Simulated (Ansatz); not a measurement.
The cluster CuTe2. The state is a doublet with charge 0. Geometry PBE-D4/def2-TZVP; atoms count from 1.

```xyz
3

Cu    0.209    1.321    0.162
Te   -1.412   -0.515    0.422
Te    1.203   -0.805   -0.584
```

In the def2 sets Te takes a core potential; there is no spin–orbit coupling. The structure comes from a short search, and lower isomers may exist.

(1) Estimate the Mulliken populations from the PBE0/def2-TZVP orbitals of Ansatz.

(2) Where does the spin sit?

(3) And the Mayer bond orders between heavy atoms (over 0.3)?

## Answers

(1) 
```tsv
atom	charge (e)	spin (α − β)	d electrons
Cu1	0.22	-0.02	9.89
Te2	-0.11	0.51	–
Te3	-0.11	0.51	–
```
Mulliken values depend strongly on the basis.

(2) Summed by element: Cu -0.02, Te 1.02, of 1 unpaired in all. Largest on single atoms: Te2 0.51, Te3 0.51, Cu1 -0.02.

(3) Cu1–Te2 0.80 (2.46 Å); Cu1–Te3 0.80 (2.46 Å); Te2–Te3 1.39 (2.82 Å).
